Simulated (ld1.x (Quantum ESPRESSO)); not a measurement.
**Configuration tests for germanium (Ge) (TM)**

Ge, norm-conserving Troullier–Martins (Kleinman–Bylander form), made with ld1.x (Quantum ESPRESSO) 7.5 (PBEsol, scalar-relativistic). Core [Ar] 3d10, reference 4s2 4p2. Waves: 4p (bound): rc 2.20 bohr; 4d channel at 0.35 Ry: rc 2.20 bohr; 4s (bound): rc 1.35 bohr. Local part: the s channel. Core correction: a·sin(br)/r model core inside 0.90 bohr.

Energies are relative to the spin-unpolarised reference configuration 4s2 4p2; without spin polarisation the order of configurations can differ from experiment.

```tsv
valence configuration	charge	ΔE all-electron (eV)	error AE − PS (meV)
4s2 4p1	+1	7.453	-5.9
4s2 4p0	+2	22.902	-45
4s1 4p0	+3	57.690	-273
4s2 4p1.5	+0.5	2.805	-1.2
4s1 4p2	+1	16.183	-32
4s2 4p2.3	-0.3	-0.883	0.0
```

Problem. What are ΔE and the potential's error for 4s1 4p3?

Solution. ΔE = 7.981 eV all-electron; the error (AE − PS) is -14 meV.

Note: ghost state, extra bound levels that the all-electron valence spectrum of the same l lacks: d at -4283.3 eV. A true bound ghost makes a file unfit for plane-wave use.
